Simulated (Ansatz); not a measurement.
System: C₅H₉, charge 0, multiplicity 2. It need not be the lowest isomer of its formula. 
Geometry from a B3LYP-D3(BJ)/def2-TZVP (Ansatz, a first-principles code) optimisation:
SMILES: C(=C/C[CH2])/C
```xyz
14

C      2.0754     0.8494    -0.0247
C      1.1781    -0.3351    -0.1324
C     -0.1092    -0.0317    -0.8470
C     -1.3404    -0.0500    -0.3414
C     -1.7527    -0.3877     1.0576
H      1.6595     1.8416     0.0831
H      3.1470     0.7298     0.0589
H      0.9698    -0.7412     0.8673
H      1.7039    -1.1391    -0.6614
H      0.0068     0.2525    -1.8887
H     -2.1563     0.2096    -1.0102
H     -0.9077    -0.6135     1.7063
H     -2.3067     0.4422     1.5057
H     -2.4240    -1.2514     1.0661
```
Charge 0, spin multiplicity 2.

Total electronic energies in hartree. Correlated levels leave the core frozen unless marked. UHF or UKS for open shells. No spin-orbit coupling. No relativistic terms. CBS marks a two-point X^-3 extrapolation of the correlation energy; Hartree-Fock from the larger set. The bracket is a focal-point correction in the basis named.

| level | program | energy (Eh) |
|---|---|---|
| BLYP-D3(BJ)/def2-TZVPD | Ansatz + dftd3 | -195.84365 |
| BLYP-D4/def2-TZVPD | Ansatz + dftd4 | -195.84353 |
| revPBE-D3(BJ)/def2-TZVPD | Ansatz + dftd3 | -195.89933 |
| revPBE-D4/def2-TZVPD | Ansatz + dftd4 | -195.90520 |
| PBE0/def2-SVP | Ansatz | -195.47798 |
| PBE0-D3(BJ)/def2-TZVPD | Ansatz + dftd3 | -195.69593 |
| PBE0/def2-TZVPD | Ansatz | -195.68741 |
| BHLYP/def2-TZVPD | Ansatz | -195.80891 |
| HSE06/def2-TZVPD | Ansatz | -195.67498 |
| CAM-B3LYP-D3(BJ)/def2-TZVPD | Ansatz + dftd3 | -195.82284 |
| B2PLYP-D4/def2-TZVPD | Ansatz + dftd4 | -195.74296 |
| RPA@PBE/cc-pVTZ | Ansatz | -195.92834 |
| MP2/cc-pVDZ | Ansatz | -195.19569 |
| RI-MP2/cc-pVTZ | Ansatz | -195.39909 |
| RI-MP2/CBS(cc-pVTZ,cc-pVQZ) | Ansatz | -195.4999 |
| SCS-MP2/STO-3G | Ansatz | -192.43776 |
| SCS-MP2/6-31G | Ansatz | -194.86724 |
| SCS-MP2/6-31G* | Ansatz | -195.12373 |
| CCSD/6-31G | Ansatz | -194.92464 |
| CCSD/6-31G* | Ansatz | -195.18984 |
| CCSD(T)/cc-pwCVTZ | Ansatz | -195.50111 |
| RI-MP2/CBS(cc-pVTZ,cc-pVQZ)+[CCSD(T)-MP2]/cc-pVDZ | Ansatz | -195.5906 |
| CCSD(T)/CBS(cc-pVTZ,cc-pVQZ) | Ansatz | -195.5795 |

Totals of different functionals don't rank their quality; only differences between species are comparable.
